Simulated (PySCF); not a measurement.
# How the method changes the constants of SrS

State: ¹Σ⁺ (singlet), closed shell. Set-up: basis Sr def2-SVP with ECP28, S def2-SVP; scalar-relativistic core potentials; PySCF 2.14. De refers to Sr + S in their high-spin ground configurations, without counterpoise correction. A positive dipole means Sr(−)S(+).

```tsv
Level	Re (Å)	ωe (cm⁻¹)	De (eV)	μ (D)
RHF	2.486	413	1.43	-13.19
RHF-MP2	2.499	371	2.66	n/a
RHF-SCS-MP2	2.502	372	2.49	n/a
RHF-CCSD	2.500	379	2.27	n/a
RHF-CCSD(T)	2.529	349	2.52	n/a
LDA	2.438	406	4.45	-8.92
PBE	2.464	393	3.92	-9.20
r²SCAN	2.458	405	3.96	-10.08
r²SCANh	2.454	409	3.81	-10.40
PBE0	2.449	409	3.60	-10.37
MN15	2.442	408	3.17	-10.53
LC-ωPBE	2.435	431	3.40	-12.18
```

**Question.** Which functional lies closest to RHF-CCSD(T) in De, which farthest, and by how much do they differ from it?

**Answer.** Closest is MN15 (-8.7 pm in Re, +16.9 % in ωe, +0.65 eV in De against RHF-CCSD(T) in the same basis), farthest LDA (-9.1 pm in Re, +16.3 % in ωe, +1.93 eV in De). CCSD(T) converges more slowly with the basis than the functionals do and binds too weakly in this one, so the order can change at the basis-set limit.

**Question.** What does the step from GGA to meta-GGA do here, going from PBE to r²SCAN?

**Answer.** r²SCAN less PBE: -0.6 pm in Re, +3.1 % in ωe, +0.04 eV in De. 

**Question.** What does the gradient correction do here, going from LDA to PBE?

**Answer.** PBE less LDA: +2.6 pm in Re, -3.2 % in ωe, -0.53 eV in De. The gradient correction favours the more uneven density of free atoms, so it tends to lengthen bonds and takes away much of the overbinding of LDA; so it does here.

Measured (Huber and Herzberg, Constants of Diatomic Molecules (1979)): Re = 2.4405 Å, ωe = 388.38 cm⁻¹.

Correlated steps freeze 5 core orbitals. Correlated levels converge slowly with the basis: in double zeta they bind strong bonds too weakly, by up to about 1 eV, and carry superposition errors of some tenths. Where the molecule has an RHF reference, its open-shell atoms are computed with UHF. The CCSD T1 diagnostic is raised, a sign that a single reference may not be enough here.
